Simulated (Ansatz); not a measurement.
One change: `CC1=[N+](C)[B-](C)(C)N1C` becomes `CC1=[N+](C)[B-](C)(Cl)N1C`.

Ansatz, PBE0-D4/def2-TZVP geometries, multiplicity 1. 

```json
{"property": "size of the dipole moment (B3LYP/def2-TZVPP) / D", "`CC1=[N+](C)[B-](C)(C)N1C`": "3.78"}
{"property": "LUMO energy (PBE/def2-TZVPP) / eV", "`CC1=[N+](C)[B-](C)(C)N1C`": "-0.58"}
{"property": "HOMO energy (PBE/def2-TZVPP) / eV", "`CC1=[N+](C)[B-](C)(C)N1C`": "-4.99"}
{"property": "HOMO energy (B3LYP/def2-TZVPP) / eV", "`CC1=[N+](C)[B-](C)(C)N1C`": "-5.99"}
{"property": "LUMO energy (PBE0/def2-TZVPP) / eV", "`CC1=[N+](C)[B-](C)(C)N1C`": "0.37"}
{"property": "HOMO–LUMO gap (B3LYP/def2-TZVPP) / eV", "`CC1=[N+](C)[B-](C)(C)N1C`": "6.11"}
```

(1) Give the same properties after the change, and the shifts. (Best estimate.)

## Answers

(1) The calculation gave: 
| property | `CC1=[N+](C)[B-](C)(Cl)N1C` | shift |
| --- | --- | --- |
| size of the dipole moment (B3LYP/def2-TZVPP) / D | 5.47 | 1.69 |
| LUMO energy (PBE/def2-TZVPP) / eV | -1.07 | -0.49 |
| HOMO energy (PBE/def2-TZVPP) / eV | -5.32 | -0.33 |
| HOMO energy (B3LYP/def2-TZVPP) / eV | -6.33 | -0.34 |
| LUMO energy (PBE0/def2-TZVPP) / eV | -0.11 | -0.48 |
| HOMO–LUMO gap (B3LYP/def2-TZVPP) / eV | 5.98 | -0.13 |

With PBE0 the HOMO falls by 0.35 eV and the LUMO falls by 0.48 eV, so the gap narrows by about 0.13 eV. PBE moves the HOMO by -0.33 eV and ωB97M-V by -0.35 eV. Dipoles are sizes alone; their direction can turn.

Positive LUMOs are unbound, so they and the gaps depend on the basis.

B3LYP here is the variant with VWN-RPA as its local correlation; programs differ in this.
